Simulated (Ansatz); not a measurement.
Harmonic frequencies (cm⁻¹) at PBE0-D4/def2-TZVP from Ansatz: 40, 49, 70, 95, 157, 159, 179, 293, 509, 528, 556, 613, 631, 705, 710, 746, 1048, 1159, 1216, 1218, 1241, 1355, 1439, 1442, 1442, 1444, 1462, 2957, 3027, 3032, 3033, 3096, 3102, 3124, 3127, 3875.

Each molecule was computed in one conformer, which needn't be the lowest.

Question: Which molecule is it?
A. `[CH3][Al]([CH3])[CH2]O`
B. `C[CH2][Al]([CH3])[OH]`
C. `CO[CH2][AlH][CH3]`
D. `CC(C)=[O+][AlH3-]`

Answer: A.
